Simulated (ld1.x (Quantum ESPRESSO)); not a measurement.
**Varying the TM potential for N**

Base potential:

N, norm-conserving Troullier–Martins (Kleinman–Bylander form), made with ld1.x (Quantum ESPRESSO) 7.5 (PBE, scalar-relativistic). Core [He], reference 2s1.75 2p3.25. Waves: 2p (bound): rc 1.90 bohr; 2s (bound): rc 0.70 bohr. Local part: the s channel. Core correction: a·sin(br)/r model core inside 0.40 bohr.

All-electron outer shells of the reference configuration (PBE, scalar-relativistic, ld1.x):

```
shell  level (eV)  outermost node (bohr)  outermost maximum (bohr)
   1s     -384.93                      –                      0.15
   2s      -18.70                   0.32                      1.02
   2p       -7.20                      –                      0.98
```

Cutoffs, loose and tight: the cutoffs (Ry, on a coarse ladder) from which the occupation-weighted sum of valence levels, in a spherical-Bessel basis at the reference potential, stays within 10 and 1 mRy of its value at 400 Ry. They do not see the model core or the augmentation charge, which bear on the density cutoff. Test errors are all-electron minus pseudo excitation energies from the reference, over the configurations 2s2 2p3; 2s2 2p2; 2s2 2p1; 2s0 2p5; 2s2 2p3.3; 2s1 2p0; 2s1 2p4. A dash means not determined; rows that change the core or the reference have their own tests.

```tsv
change	outcome	cutoff, loose	cutoff, tight	bound ghosts	largest test error (meV)
base	generated	120 Ry	300 Ry	none	+2499
wave 2p (bound): rc 1.90 bohr becomes 2p (bound): rc 2.34 bohr	generated	120 Ry	300 Ry	none	+4805
all radii but the core radius scaled by about 1.23 (s 0.86, p 2.34 bohr)	generated	50 Ry	140 Ry	none	+4806
wave 2s (bound): rc 0.70 bohr becomes 2s (bound): rc 1.02 bohr	generated	50 Ry	120 Ry	none	+2512
reference 2s2 2p3	generated	140 Ry	300 Ry	none	+1425
functional LDA (PZ)	generated	120 Ry	300 Ry	none	+2466
core correction a·sin(br)/r model core inside 0.36 bohr	generated	120 Ry	300 Ry	none	+2484
non-relativistic	generated	120 Ry	300 Ry	none	+2497
all radii but the core radius scaled by about 1.22 (s 0.86, p 2.30 bohr)	generated	50 Ry	140 Ry	none	+4443
all radii but the core radius scaled by about 1.34 (s 0.94, p 2.54 bohr)	generated	50 Ry	140 Ry	none	+6037
wave 2p (bound): rc 1.90 bohr becomes 2p (bound): rc 2.48 bohr	generated	120 Ry	300 Ry	none	+5601
```

(1) What comes out with this change to the base: type RRKJ; rho0 0.01?

Results:

(1) outcome: generated; cutoff, loose: 120 Ry; cutoff, tight: 300 Ry; bound ghosts: none; largest test error (meV): +3172.
